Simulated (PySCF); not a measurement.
H2OSi, triplet, geometry from GFN2-xTB (a higher spin typed on purpose: for a closed-shell molecule this is an excited state); PySCF with SVWN5/6-31G.

Input for PySCF:
```python
from pyscf import gto, scf, dft

mol = gto.Mole()
mol.atom = '''
    Si    0.06957115   -0.44374148    0.00392664
    O    -0.17058125    1.08800809   -0.00962772
    H    -0.99443389   -1.43247912   -0.00059018
    H     1.38508776   -1.05920486    0.02263895
'''
mol.basis = '6-31g'
mol.spin = 2
mol.verbose = 4
mol.build()

mf = dft.UKS(mol)
mf.xc = 'lda,vwn'
mf.kernel()
mf.analyze()
```

Task: What does PySCF print? Leave out banner, timings and long lists.

Result: 
```
PySCF version 2.14.0

[INPUT] verbose = 4
[INPUT] num. atoms = 4
[INPUT] num. electrons = 24
[INPUT] charge = 0
[INPUT] spin (= nelec alpha-beta = 2S) = 2
[INPUT] symmetry False subgroup None
[INPUT] Mole.unit = angstrom
[INPUT] Symbol           X                Y                Z      unit          X                Y                Z       unit  Magmom
[...]
nuclear repulsion = 51.8381973116767
number of shells = 16
number of NR pGTOs = 76
number of NR cGTOs = 26
basis = 6-31g
ecp = {}

******** <class 'pyscf.dft.uks.UKS'> ********
method = UKS
initial guess = minao
damping factor = 0
level_shift factor = 0
DIIS = <class 'pyscf.scf.diis.CDIIS'>
diis_start_cycle = 1
diis_space = 8
diis_damp = 0
SCF conv_tol = 1e-09
SCF conv_tol_grad = None
SCF max_cycles = 50
direct_scf = True
direct_scf_tol = 1e-13
number electrons alpha = 13  beta = 11
XC library pyscf.dft.libxc version 7.1.2
    S. Lehtola, C. Steigemann, M. J. T. Oliveira, and M. A. L. Marques,  SoftwareX 7, 1–5 (2018)
XC functionals = lda,vwn
    P. A. M. Dirac,  Math. Proc. Cambridge Philos. Soc. 26, 376 (1930)
    F. Bloch,  Z. Phys. 57, 545 (1929)
    S. H. Vosko, L. Wilk, and M. Nusair,  Can. J. Phys. 58, 1200 (1980)
radial grids:
    Treutler-Ahlrichs [JCP 102, 346 (1995); DOI:10.1063/1.469408] (M4) radial grids

becke partition: Becke, JCP 88, 2547 (1988); DOI:10.1063/1.454033
pruning grids: <function nwchem_prune>
grids dens level: 3
symmetrized grids: False
atomic radii adjust function: <function treutler_atomic_radii_adjust>
small_rho_cutoff = 0
Set gradient conv threshold to 3.16228e-05
tot grids = 52880
init E= -364.165020177391

cycle= 1 E= -363.635302727033  delta_E= 0.53  |g|= 0.752  |ddm|= 1.43

cycle= 2 E= -358.026373146488  delta_E= 5.61  |g|= 2.53  |ddm|= 7.79

cycle= 3 E= -363.927636240745  delta_E= -5.9  |g|= 0.28  |ddm|= 7.62

cycle= 4 E= -363.940280826778  delta_E= -0.0126  |g|= 0.186  |ddm|= 0.144

cycle= 5 E= -363.95788092734  delta_E= -0.0176  |g|= 0.0799  |ddm|= 0.13

cycle= 6 E= -363.961151008981  delta_E= -0.00327  |g|= 0.00585  |ddm|= 0.0703

cycle= 7 E= -363.961183772163  delta_E= -3.28e-05  |g|= 0.00189  |ddm|= 0.013

cycle= 8 E= -363.961186345855  delta_E= -2.57e-06  |g|= 0.000186  |ddm|= 0.00309

cycle= 9 E= -363.961186363926  delta_E= -1.81e-08  |g|= 1.19e-05  |ddm|= 0.000261

cycle= 10 E= -363.961186364028  delta_E= -1.02e-10  |g|= 1.32e-06  |ddm|= 1.64e-05

Extra cycle  E= -363.961186364022  delta_E= 5.57e-12  |g|= 3.85e-06  |ddm|= 4.74e-06
converged SCF energy = -363.961186364022  <S^2> = 2.0017111  2S+1 = 3.0011405
**** SCF Summaries ****
Total Energy =                        -363.961186364022183
Nuclear Repulsion Energy =              51.838197311676687
One-electron Energy =                 -608.061673469066704
Two-electron Energy =                  192.262289793367785
Two-electron Coulomb Energy =          220.710392162773530
DFT Exchange-Correlation Energy =      -28.448102369405746
**** MO energy ****
                             alpha | beta                alpha | beta
[...]
To work with the spin densities directly, `use mulliken_meta_spin()` only printing them here.

 ** Mulliken spin pop alpha/beta on meta-lowdin orthogonal AOs **
 ** Mulliken Spin Density (per AO)  **
spin_pop of  0 Si 1s       -0.00000
spin_pop of  0 Si 2s       -0.00001
spin_pop of  0 Si 3s        0.00476
spin_pop of  0 Si 4s       -0.00082
spin_pop of  0 Si 2px      -0.00001
spin_pop of  0 Si 2py      -0.00001
spin_pop of  0 Si 2pz       0.00005
spin_pop of  0 Si 3px      -0.00835
spin_pop of  0 Si 3py      -0.01039
spin_pop of  0 Si 3pz       0.78303
spin_pop of  0 Si 4px       0.00394
spin_pop of  0 Si 4py      -0.00110
spin_pop of  0 Si 4pz       0.00452
spin_pop of  1 O 1s       -0.00001
spin_pop of  1 O 2s        0.00792
spin_pop of  1 O 3s       -0.00052
spin_pop of  1 O 2px       0.75563
spin_pop of  1 O 2py       0.02598
spin_pop of  1 O 2pz       0.21011
spin_pop of  1 O 3px       0.00068
spin_pop of  1 O 3py       0.00010
spin_pop of  1 O 3pz       0.00219
spin_pop of  2 H 1s        0.11068
spin_pop of  2 H 2s        0.00048
spin_pop of  3 H 1s        0.11068
spin_pop of  3 H 2s        0.00048
 ** Mulliken Spin Density (per atom)  **
spin density of  0 Si =      0.77560
spin density of  1 O =      1.00208
spin density of  2 H =      0.11116
spin density of  3 H =      0.11116
 ** Mulliken pop alpha/beta on meta-lowdin orthogonal AOs **
 ** Mulliken pop       alpha | beta **
[...]
In total            13.00000 | 11.00000
 ** Mulliken atomic charges   ( Nelec_alpha | Nelec_beta ) **
charge of  0Si =      0.25024  (     7.26268      6.48708 )
charge of  1O =     -0.36372  (     4.68290      3.68082 )
charge of  2H =      0.05674  (     0.52721      0.41605 )
charge of  3H =      0.05674  (     0.52721      0.41605 )
Dipole moment(X, Y, Z, Debye):  0.35247, -2.24813,  0.01989
```
